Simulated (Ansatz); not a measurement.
Geometry optimisation, Ansatz 0.2.0, RKS PBE/def2-SVP.

The input (input.yaml):

```yaml
crystal:
  periodic: [false, false, false]
  atoms:
    - { symbol: Ta, position_ang: [0.0, 0.0, 0.0] }
    - { symbol: O, position_ang: [2.02, 0.0, 0.0] }
    - { symbol: H, position_ang: [2.3571, -0.5308, 0.7903] }
    - { symbol: Cl, position_ang: [0.0, 0.0, 2.47] }
    - { symbol: Cl, position_ang: [0.0, 0.0, -2.47] }
    - { symbol: Cl, position_ang: [-1.235, 2.139, 0.0] }
    - { symbol: Cl, position_ang: [-1.235, -2.139, 0.0] }
basis:
  gaussian: { orbitals: def2-SVP }
hamiltonian:
  xc: pbe
relax:
  f_tol: 0.02
  max_steps: 40
```

Command:

```bash
$ ansatz run input.yaml --threads 4 --pin off --max-ram 5120MiB --backend cpu --events-out ev --progress --plain --runs-dir out
```

Task: Where does it end, and by what steps?

Result: The run converged. After 7 steps the energy has fallen by 0.875 eV; H3 moved furthest, 0.33 Å.

| step | energy less start (eV) | largest force component (eV/Å) | accepted |
| --- | --- | --- | --- |
| 0 | 0.0000 | 2.512 | yes |
| 1 | -0.7185 | 1.086 | yes |
| 2 | -0.7908 | 2.082 | yes |
| 3 | -0.8708 | 0.135 | yes |
| 4 | -0.8712 | 0.290 | yes |
| 5 | -0.8739 | 0.026 | yes |
| 6 | -0.8746 | 0.031 | yes |
| 7 | -0.8752 | 0.020 | yes |

```xyz
7
Properties=species:S:1:pos:R:3
Ta -0.040 -0.057 -0.021
O 1.853 -0.159 -0.001
H 2.393 -0.199 0.812
Cl 0.044 -0.097 2.347
Cl 0.044 -0.027 -2.361
Cl -1.085 2.003 0.039
Cl -1.301 -1.994 -0.024
```

Whether the end is a true minimum wasn't checked by a vibrational analysis.

Run time: 14 s on 4 threads of Arm Neoverse V2, with other jobs on the host, peak memory 0.19 GiB.
